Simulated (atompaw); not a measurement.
## What one change does to a pseudopotential (cerium (Ce), PAW (atompaw))

atompaw 4.2.0.5 input, output lines left out:

```
Ce 58
GGA-PBESOL scalarrelativistic loggrid 2001 logderivrange -5 5 251
6 6 5 4 0 0
6 0 1.5
6 1 0
5 2 1
4 3 1
0 0 0
c
c
c
c
v
v
c
c
c
v
v
c
c
v
v
3
3.00 2.25 2.75 1.55
n
n
y
0.05
n
y
2.4
n
bloechl sinc
4 -0.5 vpsmatchnc
```

All-electron outer shells of the reference configuration (PBEsol, scalar-relativistic, ld1.x):

```json
{"shell": "4p", "level (eV)": "-213.65", "outermost node (bohr)": "0.33", "outermost maximum (bohr)": "0.62"}
{"shell": "4d", "level (eV)": "-113.23", "outermost node (bohr)": "0.31", "outermost maximum (bohr)": "0.66"}
{"shell": "5s", "level (eV)": "-43.44", "outermost node (bohr)": "0.75", "outermost maximum (bohr)": "1.37"}
{"shell": "5p", "level (eV)": "-26.05", "outermost node (bohr)": "0.81", "outermost maximum (bohr)": "1.55"}
{"shell": "4f", "level (eV)": "-8.25", "outermost node (bohr)": "–", "outermost maximum (bohr)": "0.71"}
{"shell": "6s", "level (eV)": "-6.08", "outermost node (bohr)": "1.81", "outermost maximum (bohr)": "3.63"}
{"shell": "5d", "level (eV)": "-5.72", "outermost node (bohr)": "0.92", "outermost maximum (bohr)": "2.15"}
{"shell": "6p", "level (eV)": "-3.32", "outermost node (bohr)": "2.14", "outermost maximum (bohr)": "4.60"}
```

Change: local potential vpsmatchnc scheme with l = 4 at -0.5 Ry, radius 2.88 bohr.

Cutoffs: the cutoffs (Ry, on a coarse ladder) from which the occupation-weighted sum of valence levels, in a spherical-Bessel basis at the reference potential, stays within 10 and 1 mRy of its value at 400 Ry; they do not see the model core or the augmentation charge, which bear on the density cutoff.

**Question.** What does the change do?

**Answer.** The potential gets softer (35 Ry and 45 Ry → 30 Ry and 45 Ry); the range in which the p phases agree widens (upper end 1.0 → 3.2); neither file shows a bound ghost.

```csv
quantity,base,changed
"cutoff, loose",35 Ry,30 Ry
"cutoff, tight",45 Ry,45 Ry
loose cutoff by channel (10 mRy a level),"s 25 Ry, p 25 Ry, d 12 Ry, f 30 Ry","s 21 Ry, p 21 Ry, d 10 Ry, f 25 Ry"
bound ghosts,none,none
s: phases at 3.01 bohr within 0.05 rad from the reference energy up to (Ry; the scan ends near 5),0.0,0.3
p: phases at 3.01 bohr within 0.05 rad from the reference energy up to (Ry; the scan ends near 5),1.0,3.2
d: phases at 3.01 bohr within 0.05 rad from the reference energy up to (Ry; the scan ends near 5),0.6,0.6
f: phases at 3.01 bohr within 0.05 rad from the reference energy up to (Ry; the scan ends near 5),0.8,0.8
lowest overlap eigenvalue by channel,"s 0.19, p 0.46, d 0.01, f 1.00","s 0.24, p 0.51, d 0.01, f 1.00"
```

 The cutoffs see the waves, projectors and local potential, not the compensation charge or the core.
